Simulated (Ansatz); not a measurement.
Reaction (ligand exchange at the Si–C bond): `[SiH3]/C=C/Br` + `[OH][GaH2]` → `[SiH3][O][GaH2]` + `C=CBr`

Isolated molecules relaxed with PBE0-D4/def2-TZVP in Ansatz; ΔE leaves out vibrations. CCSD(T)/CBS is the MP2 limit (def2-TZVPP, def2-QZVPP) plus CCSD(T) − MP2 in def2-TZVPP, frozen cores. DFT in def2-TZVPP. B3LYP here is the variant with VWN-RPA as its local correlation; programs differ in this. For Br, Ga outer-core shells are correlated without core-valence functions, which leaves a few kJ/mol of doubt a bond. Scalar relativity is left out up to krypton.

`[SiH3]/C=C/Br`:

```xyz
9

Si   -0.912    0.999    0.219
C     0.413   -0.072   -0.528
C     0.833   -1.166    0.085
Br    2.169   -2.309   -0.596
H    -2.081    1.090   -0.695
H    -1.335    0.402    1.513
H    -0.397    2.375    0.449
H     0.855    0.198   -1.484
H     0.456   -1.517    1.038
```

`[OH][GaH2]`:

Cartesian coordinates in Å:
```
O -0.769 -0.317 -0.967
Ga 0.162 0.309 0.425
H -0.398 -1.108 -1.363
H 1.450 -0.476 0.843
H -0.445 1.592 1.062
```

`[SiH3][O][GaH2]`:

```xyz
8

Si   -1.215    0.430    0.449
O    -0.090   -0.651   -0.023
Ga    1.599   -0.683   -0.600
H    -0.690    1.825    0.384
H    -1.633    0.151    1.849
H    -2.409    0.338   -0.434
H     2.134   -2.113   -0.896
H     2.303    0.704   -0.729
```

`C=CBr`:

Z-matrix (Å, degrees):
```
C
C 1 1.319
H 1 1.084 2 119.4
H 1 1.083 2 122.5 3 180.0
Br 2 1.881 1 123.4 3 180.0
H 2 1.082 1 124.1 3 -0.0
```

| level | ΔE (kJ/mol) | difference from CCSD(T)/CBS |
| --- | --- | --- |
| B3LYP-D4 | -96.1 | -1.7 |
| ωB97M-V | -94.8 | -0.4 |
| r2SCAN | -91.3 | 3.1 |
| PBE0 | -86.8 | 7.6 |
| B3LYP | -96.8 | -2.4 |
| HF/def2-TZVPP | -119.9 | -25.5 |
| SCS-MP2/def2-TZVPP | -100.4 | -6.0 |
| CCSD(T)/def2-TZVPP | -95.9 | -1.5 |
| MP2/CBS(def2) | -93.7 | 0.7 |
| CCSD/CBS(def2) | -98.5 | -4.1 |
| CCSD(T)/CBS | -94.4 | 0 |

Largest T1 diagnostic among the species: 0.015.

In def2-TZVPP, CCSD(T) changes the Hartree–Fock value by +23.9 kJ/mol (the triples alone add +4.0 kJ/mol) and MP2 by +24.6 kJ/mol. From PBE to PBE0 (25 % exact exchange), in def2-TZVPP and without D4, ΔE moves by −8.0 kJ/mol.
